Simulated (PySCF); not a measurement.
CH2N, SMILES C=[N], multiplicity 2.

Coordinates come from a PBE0-D3(BJ)/def2-TZVPD optimisation. The isomer is the one that the SMILES or the coordinates give; other isomers of the formula were not compared.

Calculation: PySCF with TDA-LC-ωPBE/def2-TZVPD.

Vertical excitations. 

Computed excitation energies, oscillator strengths and character:
```json
[
 {"state": "root 1", "energy (eV)": "4.16", "λ (nm)": "298", "f": "0.000", "main pairs": "α HOMO→LUMO 35 %, β HOMO→LUMO 62 %"},
 {"state": "root 2", "energy (eV)": "4.71", "λ (nm)": "263", "f": "0.006", "main pairs": "β HOMO−1→LUMO 96 %"},
 {"state": "root 3", "energy (eV)": "4.78", "λ (nm)": "259", "f": "0.000", "main pairs": "α HOMO→LUMO 61 %, β HOMO→LUMO 36 %"},
 {"state": "root 4", "energy (eV)": "5.42", "λ (nm)": "229", "f": "0.000", "main pairs": "α HOMO−1→LUMO 46 %, β HOMO→LUMO+2 48 %"},
 {"state": "root 5", "energy (eV)": "6.87", "λ (nm)": "180", "f": "0.001", "main pairs": "α HOMO−2→LUMO 30 %, β HOMO−1→LUMO+2 64 %"},
 {"state": "root 6", "energy (eV)": "7.50", "λ (nm)": "165", "f": "0.009", "main pairs": "α HOMO→LUMO+1 90 %"},
 {"state": "root 7", "energy (eV)": "8.44", "λ (nm)": "147", "f": "0.008", "main pairs": "α HOMO−2→LUMO 65 %, β HOMO−1→LUMO+2 31 %"},
 {"state": "root 8", "energy (eV)": "8.48", "λ (nm)": "146", "f": "0.009", "main pairs": "α HOMO−1→LUMO 15 %, β HOMO−2→LUMO 66 %, β HOMO→LUMO+2 15 %"},
 {"state": "root 9", "energy (eV)": "8.86", "λ (nm)": "140", "f": "0.038", "main pairs": "α HOMO→LUMO+2 92 %"},
 {"state": "root 10", "energy (eV)": "9.18", "λ (nm)": "135", "f": "0.035", "main pairs": "α HOMO→LUMO+3 89 %"}
]
```
Unrestricted roots are not spin-pure.
